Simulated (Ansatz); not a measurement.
Born–Oppenheimer molecular dynamics of a periodic cell of 13 atoms, Mg$_{12}$Br (surface Mg(0001), adsorbate Br). It goes on from the last frame of an earlier run, with new velocities.

Computed with DFT LDA, scalar-relativistic, plane waves, PAW in Ansatz 0.2.0. Settings: accuracy low, cutoff 420 eV, k mesh 2x2x1, fermi-dirac smearing 0.1 eV, no spin polarisation.

```yaml
ensemble: NVT, Nosé–Hoover chain
time_step: 2 fs
steps_asked: 210
set_temperature: 2400 K
thermostat: time constant 200 fs, chain length 1
atoms_held: 1 to 4
seed: 801269
```

Frames 10 fs apart, positions in Å, forces in eV/Å.

Velocities at 300.0 fs (Å/ps):

```
Mg 0.00 0.00 0.00
Mg 0.00 0.00 0.00
Mg 0.00 0.00 0.00
Mg 0.00 0.00 0.00
Mg 1.01 4.68 -3.75
Mg 15.23 -4.70 -0.90
Mg 3.29 11.46 11.42
Mg 3.12 -4.00 -6.47
Mg 1.40 -2.52 9.04
Mg 9.75 -11.82 -7.56
Mg -21.01 -7.61 -0.17
Mg 1.27 12.16 1.52
Br 5.89 1.42 3.75
```

```xyz
13
Lattice="6.4200 0.0000 0.0000 3.2100 5.5599 0.0000 0.0000 0.0000 16.2130" Properties=species:S:1:pos:R:3:forces:R:3 time_fs=300.0 energy_less_start_eV=1.807 T=1984
Mg 0.000 0.000 1.000 0.24 0.07 -0.08
Mg 3.210 0.000 1.000 -0.20 0.10 0.13
Mg 1.605 2.780 1.000 0.03 -0.40 0.03
Mg 4.815 2.780 1.000 -0.03 0.00 0.55
Mg -0.044 1.552 3.651 0.12 0.81 -0.74
Mg 3.595 1.284 3.925 -0.79 1.53 -0.13
Mg 1.666 4.553 3.204 0.11 -0.99 0.57
Mg 4.716 4.981 4.162 0.36 -1.54 -0.05
Mg 1.029 0.002 6.939 0.39 -0.08 0.12
Mg 4.434 -0.080 6.274 0.14 0.12 0.25
Mg 2.962 2.823 6.678 0.93 -0.22 0.12
Mg 6.723 2.609 6.131 -1.11 0.60 0.47
Br 5.016 2.023 8.878 -0.19 0.01 -1.24
13
Lattice="6.4200 0.0000 0.0000 3.2100 5.5599 0.0000 0.0000 0.0000 16.2130" Properties=species:S:1:pos:R:3:forces:R:3 time_fs=310.0 energy_less_start_eV=2.135 T=1773
Mg 0.000 0.000 1.000 0.19 0.03 -0.04
Mg 3.210 0.000 1.000 -0.15 0.05 0.20
Mg 1.605 2.780 1.000 0.04 -0.22 0.21
Mg 4.815 2.780 1.000 -0.02 0.01 0.51
Mg -0.028 1.615 3.600 0.66 0.75 -0.47
Mg 3.729 1.270 3.915 -1.46 1.88 0.04
Mg 1.702 4.644 3.327 0.32 -1.70 -0.05
Mg 4.754 4.913 4.096 0.32 -1.07 0.06
Mg 1.050 -0.025 7.031 0.29 -0.03 -0.14
Mg 4.535 -0.194 6.204 0.08 0.59 0.45
Mg 2.774 2.742 6.680 1.79 -0.25 0.22
Mg 6.708 2.739 6.155 -1.95 -0.05 0.26
Br 5.074 2.037 8.908 -0.11 0.02 -1.25
13
Lattice="6.4200 0.0000 0.0000 3.2100 5.5599 0.0000 0.0000 0.0000 16.2130" Properties=species:S:1:pos:R:3:forces:R:3 time_fs=320.0 energy_less_start_eV=2.170 T=1811
Mg 0.000 0.000 1.000 0.14 -0.02 0.02
Mg 3.210 0.000 1.000 -0.09 0.00 0.29
Mg 1.605 2.780 1.000 0.06 -0.11 0.24
Mg 4.815 2.780 1.000 -0.03 0.04 0.45
Mg 0.013 1.709 3.529 0.93 0.50 -0.21
Mg 3.808 1.329 3.906 -1.63 1.72 0.11
Mg 1.752 4.671 3.450 0.37 -1.79 -0.54
Mg 4.806 4.801 4.032 0.27 -0.62 0.09
Mg 1.084 -0.054 7.120 0.19 -0.05 -0.29
Mg 4.641 -0.286 6.151 0.08 1.06 0.67
Mg 2.652 2.649 6.689 1.99 -0.31 0.18
Mg 6.617 2.871 6.190 -2.24 -0.48 0.23
Br 5.133 2.052 8.924 -0.04 0.06 -1.24
13
Lattice="6.4200 0.0000 0.0000 3.2100 5.5599 0.0000 0.0000 0.0000 16.2130" Properties=species:S:1:pos:R:3:forces:R:3 time_fs=330.0 energy_less_start_eV=1.697 T=2297
Mg 0.000 0.000 1.000 0.10 -0.07 0.09
Mg 3.210 0.000 1.000 -0.05 -0.03 0.36
Mg 1.605 2.780 1.000 0.13 -0.01 0.16
Mg 4.815 2.780 1.000 -0.04 0.07 0.39
Mg 0.092 1.824 3.449 0.77 0.11 0.08
Mg 3.826 1.456 3.900 -1.20 0.98 0.07
Mg 1.818 4.628 3.555 0.22 -1.21 -0.89
Mg 4.870 4.661 3.970 0.20 -0.19 0.07
Mg 1.125 -0.085 7.199 0.11 -0.09 -0.35
Mg 4.751 -0.339 6.123 0.01 1.18 0.88
Mg 2.605 2.542 6.705 1.38 -0.18 -0.03
Mg 6.437 2.987 6.235 -1.59 -0.67 0.36
Br 5.191 2.068 8.925 -0.01 0.12 -1.21
13
Lattice="6.4200 0.0000 0.0000 3.2100 5.5599 0.0000 0.0000 0.0000 16.2130" Properties=species:S:1:pos:R:3:forces:R:3 time_fs=340.0 energy_less_start_eV=1.312 T=2728
Mg 0.000 0.000 1.000 0.08 -0.10 0.16
Mg 3.210 0.000 1.000 -0.02 -0.04 0.42
Mg 1.605 2.780 1.000 0.26 0.08 -0.04
Mg 4.815 2.780 1.000 -0.07 0.08 0.33
Mg 0.202 1.946 3.370 0.34 -0.36 0.43
Mg 3.795 1.625 3.897 -0.65 0.17 0.03
Mg 1.893 4.536 3.626 0.06 -0.54 -1.00
Mg 4.943 4.511 3.909 0.12 0.31 0.01
Mg 1.172 -0.121 7.266 0.00 -0.07 -0.30
Mg 4.864 -0.348 6.130 -0.23 0.91 0.90
Mg 2.612 2.427 6.721 0.71 0.11 -0.21
Mg 6.191 3.079 6.296 -0.59 -0.73 0.41
Br 5.251 2.086 8.911 -0.03 0.16 -1.15
13
Lattice="6.4200 0.0000 0.0000 3.2100 5.5599 0.0000 0.0000 0.0000 16.2130" Properties=species:S:1:pos:R:3:forces:R:3 time_fs=350.0 energy_less_start_eV=1.461 T=2708
Mg 0.000 0.000 1.000 0.07 -0.10 0.21
Mg 3.210 0.000 1.000 0.01 -0.02 0.46
Mg 1.605 2.780 1.000 0.43 0.17 -0.35
Mg 4.815 2.780 1.000 -0.09 0.07 0.27
Mg 0.328 2.055 3.307 -0.15 -0.89 0.74
Mg 3.738 1.804 3.895 -0.27 -0.56 -0.02
Mg 1.972 4.421 3.661 0.01 0.10 -0.75
Mg 5.022 4.371 3.847 0.12 0.91 -0.05
Mg 1.219 -0.159 7.322 -0.16 0.12 -0.12
Mg 4.970 -0.320 6.171 -0.48 0.56 0.62
Mg 2.648 2.314 6.729 0.35 0.38 -0.26
Mg 5.916 3.143 6.374 0.22 -0.87 0.23
Br 5.312 2.105 8.883 -0.06 0.14 -0.99
13
Lattice="6.4200 0.0000 0.0000 3.2100 5.5599 0.0000 0.0000 0.0000 16.2130" Properties=species:S:1:pos:R:3:forces:R:3 time_fs=360.0 energy_less_start_eV=2.111 T=2246
Mg 0.000 0.000 1.000 0.06 -0.08 0.24
Mg 3.210 0.000 1.000 0.04 0.01 0.48
Mg 1.605 2.780 1.000 0.57 0.24 -0.67
Mg 4.815 2.780 1.000 -0.08 0.01 0.21
Mg 0.450 2.131 3.272 -0.59 -1.45 0.94
Mg 3.668 1.964 3.893 0.00 -1.27 -0.02
Mg 2.054 4.307 3.666 -0.02 0.90 -0.37
Mg 5.108 4.264 3.783 0.21 1.44 -0.04
Mg 1.261 -0.192 7.376 -0.33 0.53 0.16
Mg 5.059 -0.269 6.238 -0.63 0.27 0.19
Mg 2.700 2.213 6.727 0.13 0.50 -0.23
Mg 5.643 3.173 6.461 0.72 -1.11 -0.29
Br 5.373 2.127 8.842 -0.07 0.01 -0.59
13
Lattice="6.4200 0.0000 0.0000 3.2100 5.5599 0.0000 0.0000 0.0000 16.2130" Properties=species:S:1:pos:R:3:forces:R:3 time_fs=370.0 energy_less_start_eV=2.898 T=1647
Mg 0.000 0.000 1.000 0.04 -0.04 0.26
Mg 3.210 0.000 1.000 0.08 0.06 0.46
Mg 1.605 2.780 1.000 0.59 0.27 -0.87
Mg 4.815 2.780 1.000 -0.07 -0.06 0.16
Mg 0.552 2.151 3.273 -0.88 -1.84 1.00
Mg 3.597 2.077 3.889 0.47 -1.90 0.02
Mg 2.136 4.228 3.656 -0.20 1.80 -0.11
Mg 5.204 4.211 3.716 0.23 1.61 0.07
Mg 1.292 -0.204 7.436 -0.35 0.94 0.39
Mg 5.125 -0.205 6.314 -0.68 0.07 -0.17
Mg 2.757 2.130 6.715 -0.25 0.42 -0.19
Mg 5.393 3.160 6.537 1.04 -1.10 -1.09
Br 5.434 2.150 8.794 0.00 -0.22 0.06
13
Lattice="6.4200 0.0000 0.0000 3.2100 5.5599 0.0000 0.0000 0.0000 16.2130" Properties=species:S:1:pos:R:3:forces:R:3 time_fs=380.0 energy_less_start_eV=3.284 T=1375
Mg 0.000 0.000 1.000 0.03 0.01 0.24
Mg 3.210 0.000 1.000 0.12 0.12 0.41
Mg 1.605 2.780 1.000 0.49 0.26 -0.80
Mg 4.815 2.780 1.000 -0.05 -0.12 0.15
Mg 0.621 2.099 3.315 -0.93 -1.77 0.96
Mg 3.544 2.117 3.887 1.00 -2.12 0.03
Mg 2.211 4.218 3.641 -0.47 2.20 -0.03
Mg 5.310 4.221 3.650 0.09 1.35 0.20
Mg 1.309 -0.181 7.514 -0.18 0.89 0.42
Mg 5.165 -0.138 6.385 -0.66 -0.08 -0.40
Mg 2.805 2.062 6.696 -0.95 0.15 -0.15
Mg 5.179 3.104 6.572 1.35 -0.46 -1.71
Br 5.497 2.170 8.746 0.17 -0.42 0.68
13
Lattice="6.4200 0.0000 0.0000 3.2100 5.5599 0.0000 0.0000 0.0000 16.2130" Properties=species:S:1:pos:R:3:forces:R:3 time_fs=390.0 energy_less_start_eV=3.029 T=1656
Mg 0.000 0.000 1.000 0.02 0.04 0.17
Mg 3.210 0.000 1.000 0.17 0.19 0.31
Mg 1.605 2.780 1.000 0.34 0.22 -0.49
Mg 4.815 2.780 1.000 -0.05 -0.16 0.17
Mg 0.655 1.976 3.395 -0.76 -1.23 0.81
Mg 3.529 2.076 3.884 1.11 -1.64 -0.10
Mg 2.270 4.293 3.625 -0.48 1.63 0.01
Mg 5.422 4.284 3.591 -0.08 0.87 0.29
Mg 1.319 -0.123 7.609 -0.05 0.40 0.35
Mg 5.179 -0.072 6.442 -0.56 -0.22 -0.50
Mg 2.815 1.997 6.671 -1.71 -0.17 -0.14
Mg 5.016 3.031 6.542 1.77 0.50 -1.66
Br 5.563 2.186 8.704 0.29 -0.41 0.78
13
Lattice="6.4200 0.0000 0.0000 3.2100 5.5599 0.0000 0.0000 0.0000 16.2130" Properties=species:S:1:pos:R:3:forces:R:3 time_fs=400.0 energy_less_start_eV=2.445 T=2243
Mg 0.000 0.000 1.000 0.03 0.08 0.05
Mg 3.210 0.000 1.000 0.24 0.27 0.15
Mg 1.605 2.780 1.000 0.22 0.15 -0.09
Mg 4.815 2.780 1.000 -0.06 -0.16 0.22
Mg 0.659 1.801 3.509 -0.53 -0.53 0.58
Mg 3.556 1.968 3.878 0.85 -0.85 -0.28
Mg 2.312 4.433 3.608 -0.29 0.61 0.10
Mg 5.534 4.383 3.542 -0.22 0.32 0.39
Mg 1.327 -0.048 7.721 -0.15 -0.16 0.35
Mg 5.171 -0.014 6.481 -0.40 -0.33 -0.48
Mg 2.759 1.926 6.639 -1.79 -0.16 -0.25
Mg 4.919 2.974 6.445 1.87 1.04 -1.10
Br 5.634 2.197 8.670 0.22 -0.26 0.37
13
Lattice="6.4200 0.0000 0.0000 3.2100 5.5599 0.0000 0.0000 0.0000 16.2130" Properties=species:S:1:pos:R:3:forces:R:3 time_fs=410.0 energy_less_start_eV=2.001 T=2735
Mg 0.000 0.000 1.000 0.08 0.10 -0.08
Mg 3.210 0.000 1.000 0.28 0.34 -0.05
Mg 1.605 2.780 1.000 0.17 0.07 0.23
Mg 4.815 2.780 1.000 -0.08 -0.13 0.27
Mg 0.642 1.602 3.649 -0.22 0.21 0.36
Mg 3.618 1.824 3.861 0.51 -0.21 -0.36
Mg 2.342 4.602 3.596 -0.19 -0.30 0.19
Mg 5.639 4.497 3.509 -0.38 -0.23 0.51
Mg 1.328 0.022 7.849 -0.36 -0.63 0.49
Mg 5.148 0.033 6.502 -0.24 -0.37 -0.41
Mg 2.633 1.849 6.596 -0.97 0.30 -0.62
Mg 4.892 2.955 6.302 1.32 1.02 -0.49
Br 5.709 2.205 8.640 0.07 -0.16 -0.06
```

Of the whole run (420 fs, mean temperature of the second half 2060 K): The conserved energy stayed within 0.29 meV per atom of its start (net change 0.12 meV per atom), so the integration is sound. The mean temperature of the second half is 14 % below the set value. A run of 0.42 ps of so small a system gives no equilibrium averages. Limits of this set-up: coarse k mesh, thin slab, slab without dipole correction, odd electron count without spin, low accuracy level.

Run time: 16 min on 1 thread of Intel(R) Xeon(R) Platinum 8259CL CPU @ 2.50GHz (Skylake/Cascade Lake), with other jobs on the host, peak memory 0.83 GiB.
